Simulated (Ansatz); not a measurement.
A first, cheap relaxation of C3H4AlF, SMILES `C=[C]1[AlH][CH]1F`.

```yaml
crystal:
  periodic: [false, false, false]
  atoms:
    - {symbol: C, position_ang: [0.823300, 0.937400, 1.232200]}
    - {symbol: C, position_ang: [0.186000, 0.205500, 0.311700]}
    - {symbol: Al, position_ang: [-1.207500, -1.245900, -0.212700]}
    - {symbol: C, position_ang: [0.105000, -0.245600, -1.129800]}
    - {symbol: F, position_ang: [-0.532200, 0.720000, -1.932500]}
    - {symbol: H, position_ang: [0.479200, 0.930400, 2.260100]}
    - {symbol: H, position_ang: [1.574300, 1.683500, 0.923900]}
    - {symbol: H, position_ang: [-2.286900, -2.313300, 0.025000]}
    - {symbol: H, position_ang: [0.947400, -0.718100, -1.495100]}
basis:
  gaussian: {orbitals: def2-SVP}
hamiltonian: {xc: pbe, dispersion: d4}
relax: {f_tol: 0.03, max_steps: 200}
```

```sh
$ ansatz run in.yaml --threads 2 --pin off --events-out ev --progress --plain --max-ram 4352MiB
```

Shortened log:

```
Functional definition: PBE
mean field -12468.90582354 eV, -458.2238372873 hartree, gradient 3.1e-5 eV, S^2 0.000000; 0 other end points of the search recorded, 0 dependent functions left out
relax step   1: F+E_penalty+E_count = -12469.07637822 eV  Δ(F+E_penalty+E_count) = +0.000e0 eV  max|allowed force component| = 2.810e0 eV/Å  Δτ_max = 0.0000 Å  (31 SCF iters, accepted)
mean field -12469.35501791 eV, -458.2403448758 hartree, gradient 9.3e-6 eV, S^2 0.000000; 0 other end points of the search recorded, 0 dependent functions left out
relax step   2: F+E_penalty+E_count = -12469.52641523 eV  Δ(F+E_penalty+E_count) = -4.500e-1 eV  max|allowed force component| = 1.661e0 eV/Å  Δτ_max = 0.1887 Å  (38 SCF iters, accepted)
mean field -12469.57857061 eV, -458.2485602860 hartree, gradient 1.4e-5 eV, S^2 0.000000; 0 other end points of the search recorded, 0 dependent functions left out
relax step   3: F+E_penalty+E_count = -12469.75031428 eV  Δ(F+E_penalty+E_count) = -2.239e-1 eV  max|allowed force component| = 1.458e0 eV/Å  Δτ_max = 0.1428 Å  (30 SCF iters, accepted)
mean field -12469.67299247 eV, -458.2520302255 hartree, gradient 9.0e-6 eV, S^2 0.000000; 0 other end points of the search recorded, 0 dependent functions left out
relax step   4: F+E_penalty+E_count = -12469.84608680 eV  Δ(F+E_penalty+E_count) = -9.577e-2 eV  max|allowed force component| = 9.015e-1 eV/Å  Δτ_max = 0.1999 Å  (37 SCF iters, accepted)
mean field -12469.68827473 eV, -458.2525918381 hartree, gradient 1.1e-5 eV, S^2 0.000000; 0 other end points of the search recorded, 0 dependent functions left out
relax step   5: F+E_penalty+E_count = -12469.86169872 eV  Δ(F+E_penalty+E_count) = -1.561e-2 eV  max|allowed force component| = 1.261e0 eV/Å  Δτ_max = 0.2000 Å  (36 SCF iters, accepted)
mean field -12469.77225331 eV, -458.2556779941 hartree, gradient 2.3e-5 eV, S^2 0.000000; 0 other end points of the search recorded, 0 dependent functions left out
relax step   6: F+E_penalty+E_count = -12469.94592022 eV  Δ(F+E_penalty+E_count) = -8.422e-2 eV  max|allowed force component| = 6.107e-1 eV/Å  Δτ_max = 0.1949 Å  (28 SCF iters, accepted)
mean field -12469.81723959 eV, -458.2573312091 hartree, gradient 2.2e-5 eV, S^2 0.000000; 0 other end points of the search recorded, 0 dependent functions left out
relax step   7: F+E_penalty+E_count = -12469.99129274 eV  Δ(F+E_penalty+E_count) = -4.537e-2 eV  max|allowed force component| = 5.223e-1 eV/Å  Δτ_max = 0.0819 Å  (29 SCF iters, accepted)
mean field -12469.87466341 eV, -458.2594414956 hartree, gradient 1.1e-5 eV, S^2 0.000000; 0 other end points of the search recorded, 0 dependent functions left out
relax step   8: F+E_penalty+E_count = -12470.04926381 eV  Δ(F+E_penalty+E_count) = -5.797e-2 eV  max|allowed force component| = 5.106e-1 eV/Å  Δτ_max = 0.1958 Å  (37 SCF iters, accepted)
mean field -12469.90236327 eV, -458.2604594468 hartree, gradient 1.0e-5 eV, S^2 0.000000; 0 other end points of the search recorded, 0 dependent functions left out
relax step   9: F+E_penalty+E_count = -12470.07696285 eV  Δ(F+E_penalty+E_count) = -2.770e-2 eV  max|allowed force component| = 3.816e-1 eV/Å  Δτ_max = 0.0494 Å  (31 SCF iters, accepted)
mean field -12469.91399125 eV, -458.2608867673 hartree, gradient 1.7e-5 eV, S^2 0.000000; 0 other end points of the search recorded, 0 dependent functions left out
relax step  10: F+E_penalty+E_count = -12470.08863241 eV  Δ(F+E_penalty+E_count) = -1.167e-2 eV  max|allowed force component| = 5.524e-1 eV/Å  Δτ_max = 0.1054 Å  (31 SCF iters, accepted)
mean field -12469.91993381 eV, -458.2611051522 hartree, gradient 1.0e-5 eV, S^2 0.000000; 0 other end points of the search recorded, 0 dependent functions left out
relax step  11: F+E_penalty+E_count = -12470.09520744 eV  Δ(F+E_penalty+E_count) = -6.575e-3 eV  max|allowed force component| = 3.308e-1 eV/Å  Δτ_max = 0.0743 Å  (32 SCF iters, accepted)
mean field -12469.92714048 eV, -458.2613699926 hartree, gradient 2.4e-5 eV, S^2 0.000000; 0 other end points of the search recorded, 0 dependent functions left out
relax step  12: F+E_penalty+E_count = -12470.10262687 eV  Δ(F+E_penalty+E_count) = -7.419e-3 eV  max|allowed force component| = 1.047e-1 eV/Å  Δτ_max = 0.0617 Å  (30 SCF iters, accepted)
mean field -12469.92936429 eV, -458.2614517158 hartree, gradient 2.6e-5 eV, S^2 0.000000; 0 other end points of the search recorded, 0 dependent functions left out
relax step  13: F+E_penalty+E_count = -12470.10491144 eV  Δ(F+E_penalty+E_count) = -2.285e-3 eV  max|allowed force component| = 4.049e-2 eV/Å  Δτ_max = 0.0422 Å  (31 SCF iters, accepted)
mean field -12469.93009809 eV, -458.2614786828 hartree, gradient 2.5e-5 eV, S^2 0.000000; 0 other end points of the search recorded, 0 dependent functions left out
relax step  14: F+E_penalty+E_count = -12470.10589237 eV  Δ(F+E_penalty+E_count) = -9.809e-4 eV  max|allowed force component| = 3.952e-2 eV/Å  Δτ_max = 0.0335 Å  (31 SCF iters, accepted)
mean field -12469.93026142 eV, -458.2614846847 hartree, gradient 2.5e-5 eV, S^2 0.000000; 0 other end points of the search recorded, 0 dependent functions left out
relax step  15: F+E_penalty+E_count = -12470.10635994 eV  Δ(F+E_penalty+E_count) = -4.676e-4 eV  max|allowed force component| = 1.964e-2 eV/Å  Δτ_max = 0.0372 Å  (30 SCF iters, accepted)
mean field -12469.93026142 eV, -458.2614846847 hartree, gradient 2.9e-5 eV, S^2 0.000000; 1 other end points of the search recorded, 0 dependent functions left out
Total energy: -12470.10639621 eV, -458.2679575192 hartree
Atom 0 at     0.596091     0.849620     1.139451 Å, force     0.011074    -0.001765     0.007662 eV/Å
Atom 1 at     0.460359    -0.202232     0.291456 Å, force     0.017181     0.005992    -0.004613 eV/Å
Atom 2 at    -1.059541    -1.292642    -0.086301 Å, force    -0.008838    -0.010221    -0.002535 eV/Å
Atom 3 at     0.202896    -0.183255    -1.177377 Å, force    -0.019641    -0.005736     0.001636 eV/Å
Atom 4 at     0.079001     1.028827    -1.832895 Å, force     0.004428    -0.000485    -0.001665 eV/Å
Atom 5 at     0.586006     0.706551     2.232437 Å, force    -0.008417     0.003150     0.007222 eV/Å
Atom 6 at     0.740638     1.883786     0.772528 Å, force    -0.004581    -0.002657    -0.004812 eV/Å
Atom 7 at    -2.411855    -1.991276     0.390446 Å, force     0.014209     0.010427    -0.006857 eV/Å
Atom 8 at     0.895004    -0.845480    -1.746944 Å, force    -0.005416     0.001294     0.003960 eV/Å
Dipole moment:    -0.205993    -0.341344     0.121242 e Å
```

It took 22 s on 2 threads of an AMD EPYC 7B13 on a shared host, with 0.14 GiB of host memory at the peak.
